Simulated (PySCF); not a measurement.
Isomers of C4H12O2Si, one GFN2-xTB conformer each. Single-point energies are computed at PBE0/pcSseg-1 (PySCF, gas phase, no added dispersion term), electronic only.

Question: Rank them by PBE0/pcSseg-1 energy, lowest first (kcal/mol).
A. `[CH3:1][CH2:2][O:3][SiH2:4][O:5][CH2:6][CH3:7]` with C1–C2–O3–Si4 -157°, C2–O3–Si4–O5 175°, O3–Si4–O5–C6 58°, Si4–O5–C6–C7 179°
B. `[CH3:1][O:2][Si:3]([CH3:4])([CH3:5])[O:6][CH3:7]` with C1–O2–Si3–C4 172°, O2–Si3–O6–C7 178°
C. `[CH3:1][CH2:2][CH2:3][O:4][SiH2:5][O:6][CH3:7]` with C1–C2–C3–O4 66°, C2–C3–O4–Si5 -142°, C3–O4–Si5–O6 -67°, O4–Si5–O6–C7 -173°
D. `[CH3:1][CH:2]([CH3:3])[O:4][Si@H:5]([CH3:6])[OH:7]` with C1–C2–O4–Si5 -140°, C2–O4–Si5–C6 -58°, O4–Si5–O7–H -30°
E. `[CH3:1][O:2][CH2:3][O:4][CH2:5][CH2:6][SiH3:7]` with C1–O2–C3–O4 -66°, O2–C3–O4–C5 -68°, C3–O4–C5–C6 -174°, O4–C5–C6–Si7 38°
F. `[CH3:1][C:2]([CH3:3])([CH3:4])[O:5][SiH2:6][OH:7]` with C2–O5–Si6–O7 179°, O5–Si6–O7–H -22°
G. `[CH3:1][O:2][CH:3]([CH2:4][SiH3:5])[O:6][CH3:7]` with C1–O2–C3–C4 59°, O2–C3–C4–Si5 -164°, O2–C3–O6–C7 -65°

Answer: D (0.0), B (7.1), F (10.7), A (23.7), C (27.3), G (80.1), E (80.3).

As drawn, the lowest has an O–H bond and an Si–O bond, which the highest lacks. Neighbours under 2.5 kcal/mol apart (COC(C[SiH3])OC and COCOCC[SiH3]) can change places with a better method, another conformer or zero-point energy. GFN2-xTB itself gives, in the same order: 12.0, 33.2, 0.0, 11.7, 13.5, 80.3, 83.0. GFN2-xTB puts CC(C)(C)O[SiH2]O lowest instead; measured from each level's own lowest isomer, the values differ by up to 26.1 kcal/mol (CO[Si](C)(C)OC: 33.2 against 7.1).

Q: Which frontier levels, dipoles and rotational constants go with these structures?

A: 
```csv
SMILES,"HOMO (eV, PBE0/pcSseg-1)",LUMO (eV),dipole (D),"A, B, C (MHz)"
CC(C)O[Si@H](C)O,-7.80,1.25,1.66,"3490, 1283, 1062"
CO[Si](C)(C)OC,-7.58,1.15,1.57,"2326, 1660, 1440"
CC(C)(C)O[SiH2]O,-7.95,0.91,2.27,"3826, 1240, 1194"
CCO[SiH2]OCC,-7.92,1.10,1.40,"4800, 892.0, 791.8"
CCCO[SiH2]OC,-7.97,1.06,1.24,"6838, 860.3, 808.4"
COC(C[SiH3])OC,-7.65,1.12,1.13,"3016, 1492, 1130"
COCOCC[SiH3],-7.91,1.11,0.91,"4958, 940.9, 906.2"
```
